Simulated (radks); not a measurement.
All-electron atom: the indium ion In39+ in [Ne].

Calculated with a radial shooting solver on a logarithmic mesh with Libxc functionals: Dirac Kohn-Sham, PBE, spin-unpolarised, spherical densities, finite nucleus; Fermi nuclear charge, rms radius 4.6156 fm.

Energy parts (hartree):
| part | energy |
|---|---|
| total | -4515.33833 |
| kinetic | 4788.03065 |
| electron-nucleus | -9716.06128 |
| Hartree | 496.26487 |
| exchange-correlation | -83.57257 |

Orbitals (lengths in bohr, moments of r in powers of bohr; <r^-3> diverges for s and p1/2):
| orbital | occ. | eigenvalue (hartree) | <r^2> | <r^4> | <r^-3> | small-component weight |
|---|---|---|---|---|---|---|
| 1s1/2 | 2 | -1111.020 | 0.001192 | 3.699e-06 | - | 3.24e-02 |
| 2s1/2 | 2 | -238.4572 | 0.01858 | 0.0005849 | - | 7.10e-03 |
| 2p1/2 | 2 | -229.4980 | 0.01374 | 0.0003716 | - | 7.07e-03 |
| 2p3/2 | 4 | -221.4027 | 0.01493 | 0.0004298 | 4193 | 6.78e-03 |

The highest occupied level is 2p3/2 at -6024.7 eV. The density falls to 0.001 e/bohr^3 at r = 0.47 bohr. Summed over all electrons, <r^2> = 0.1268 bohr^2, which gives a Langevin (diamagnetic) susceptibility term of -0.1 x 10^-6 cm^3/mol. The electron density at the nucleus is 1.715e+05 e/bohr^3. For comparison, the ionisation energy in NIST's Atomic Spectra Database is 6126 eV (semi-empirical). In exact Kohn-Sham theory the highest level is minus the ionisation energy, but local and semilocal functionals leave it too shallow, through self-interaction and a potential that decays too fast; potentials with the right tail come closer.
